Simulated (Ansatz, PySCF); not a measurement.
BH₆NO₂Si, SMILES OB(O)N[SiH3]. Atoms are numbered in the order given.

```xyz
11

Si     1.7344     0.3148     0.3665
N      0.3706    -0.6931    -0.0878
B     -0.9686    -0.1985    -0.2081
O     -1.1515     1.1379     0.0550
O     -2.0663    -0.9529    -0.5622
H      1.5724     0.9064     1.7216
H      1.9678     1.4185    -0.6031
H      2.9262    -0.5796     0.3723
H      0.5611    -1.6738    -0.2706
H     -2.0759     1.4028    -0.0454
H     -1.8668    -1.8822    -0.7331
```

Geometry optimised at TPSSh-D3(BJ)/def2-SVP. This is a generated structure with no PubChem entry under its InChIKey; it may be hypothetical. The values are those of a single conformer.

Two levels are set side by side: PBE-D3(BJ)/def2-SVP (Ansatz, a quantum-chemistry and plane-wave program) and TPSSh-D3(BJ)/def2-SVP (PySCF). Each level has its own optimised geometry; the coordinates shown are those of the second. Frequencies come from the Hessian of PySCF at each geometry. Differences are taken from unrounded values.

```
quantity                            TPSSh-D3(BJ)
----------------------------------  ------------
mean bond length (Å)                       1.335
bond Si1–N2 (Å)                            1.756
bond N2–B3 (Å)                             1.433
bond B3–O4 (Å)                             1.374
bond B3–O5 (Å)                             1.378
bond Si1–H6 (Å)                            1.488
bond Si1–H7 (Å)                            1.488
bond Si1–H8 (Å)                            1.490
bond N2–H9 (Å)                             1.016
bond O4–H10 (Å)                            0.967
bond O5–H11 (Å)                            0.966
highest harmonic wavenumber (cm⁻¹)          3849
mean harmonic wavenumber (cm⁻¹)             1234
zero-point energy (kcal/mol)               47.64
```

Problem. What does PBE-D3(BJ) give, and how far is it from TPSSh-D3(BJ)? (An estimate is asked for; the answer gives what the named calculation found.)

Solution. 
| quantity | PBE-D3(BJ) | PBE-D3(BJ) minus TPSSh-D3(BJ) |
|---|---|---|
| mean bond length (Å) | 1.344 | 0.009 |
| bond Si1–N2 (Å) | 1.762 | 0.007 |
| bond N2–B3 (Å) | 1.437 | 0.004 |
| bond B3–O4 (Å) | 1.379 | 0.005 |
| bond B3–O5 (Å) | 1.384 | 0.005 |
| bond Si1–H6 (Å) | 1.504 | 0.016 |
| bond Si1–H7 (Å) | 1.504 | 0.016 |
| bond Si1–H8 (Å) | 1.506 | 0.016 |
| bond N2–H9 (Å) | 1.021 | 0.005 |
| bond O4–H10 (Å) | 0.972 | 0.005 |
| bond O5–H11 (Å) | 0.971 | 0.005 |
| highest harmonic wavenumber (cm⁻¹) | 3779 | -70 |
| mean harmonic wavenumber (cm⁻¹) | 1200 | -35 |
| zero-point energy (kcal/mol) | 46.31 | -1.33 |

GGA bonds tend to be longer and softer than those of functionals with exact exchange. Differences between two approximate levels are no errors against the true value.
